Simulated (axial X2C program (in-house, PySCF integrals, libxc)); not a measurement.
# What spin–orbit coupling does to TlSi

Computed with an in-house relativistic program for diatomic molecules. Spin-free means the one-electron spin-free X2C Hamiltonian; two-component (2c) means X2C with spin–orbit coupling and atomic mean-field two-electron Coulomb and Gaunt terms, so the difference of the two also holds small scalar two-electron terms. Basis: Tl dyall-cv3z [12s14p10d7f1g], Si dyall-v3z [8s7p2d1f] (cores contracted in-house); Gaussian nuclei, density fitting, unrestricted open shells. Masses: Tl 204.974 u, Si 27.977 u.

Spin-free state: M_S = 3/2, Λ = 0 (beyond evenly filled blocks: σα, π+α, π-α); fragments Tl + Si.

```json
{"level": "PBE0", "Re (Å)": "2.663", "ωe (cm⁻¹)": "233.2", "De (eV)": "2.251", "μ (D)": "-2.53"}
{"level": "HF", "Re (Å)": "2.757", "ωe (cm⁻¹)": "213.7", "De (eV)": "1.369", "μ (D)": "-3.61"}
{"level": "MP2", "Re (Å)": "2.647", "ωe (cm⁻¹)": "241.5", "De (eV)": "2.123", "μ (D)": "n/a"}
{"level": "CCSD", "Re (Å)": "2.686", "ωe (cm⁻¹)": "230.5", "De (eV)": "1.960", "μ (D)": "n/a"}
{"level": "CCSD(T)", "Re (Å)": "2.677", "ωe (cm⁻¹)": "233.4", "De (eV)": "2.072", "μ (D)": "n/a"}
{"level": "TPSS", "Re (Å)": "2.683", "ωe (cm⁻¹)": "223.5", "De (eV)": "2.305", "μ (D)": "-2.53"}
{"level": "PBE", "Re (Å)": "2.687", "ωe (cm⁻¹)": "222.9", "De (eV)": "2.372", "μ (D)": "-2.30"}
```

Correlated methods: 17 electrons correlated (number of frozen shells: Tl 5 s, 4 p, 2 d, 1 f; Si 2 s, 1 p), 245 virtual spin orbitals or spinors in MP2, 139 natural virtuals in coupled cluster.

Dipoles are positive if Si is the positive end.

Two-component determinant lowest at the distance of the search:

Ω = 3/2 (⟨Sz⟩ = 1.44, ⟨Lz⟩ = 0.06 at HF); fragments Tl + Si.

```tsv
level	Re (Å)	ωe (cm⁻¹)	De (eV)	μ (D)
PBE0	2.636	233.3	1.788	-2.12
HF	2.735	212.4	0.812	-3.26
MP2	2.616	247.3	1.622	n/a
CCSD	2.660	232.1	1.438	n/a
CCSD(T)	2.651	234.8	1.559	n/a
TPSS	2.659	222.7	1.930	-2.17
PBE	2.661	221.5	1.951	-1.93
```

Question: From the two tables, how do the constants change at the CCSD(T) level (2c against spin-free)?

Answer: At the CCSD(T) level Re decreases by 0.026 Å and ωe rises by 1.4 cm⁻¹; De is not compared, since the atomic limits differ or miss part of their spin–orbit lowering.

Occupations by symmetry block were frozen at the best pattern of an incomplete PBE0 search. De is counted from the lowest determinant-based energies of the atoms at the same level, without counterpoise correction. Density functionals use the spin component along the axis (collinear). Coupled cluster ran in a truncated set of natural virtual spinors; the MP2 energy of the rest was added. (T) has no such correction and the atoms are truncated less, which lowers De at CCSD(T) by a hundredth of an eV or more. The 2c atoms are single determinants rather than J levels; their spin–orbit lowering is only partly caught, and De is too large by that part. This holds for PBE0, MP2, CCSD, CCSD(T), TPSS, PBE. Other states lie close and PBE0, whose exact exchange favours high spin, may order them wrongly; the determinant shown need not be the ground state. The nearest other spin-free determinant of the search, M_S = 1/2, Λ = 0, lies 0.36 eV up at the distance of the search. Without a current term, density functionals place determinants with orbital angular momentum somewhat too high. With several unpaired electrons one determinant need not be a pure state. Some points did not converge and are left out. This is the top spin component of a Σ state; components of lower Ω are not single determinants and can lie lower. The stretched end of a curve changes character and is left out.
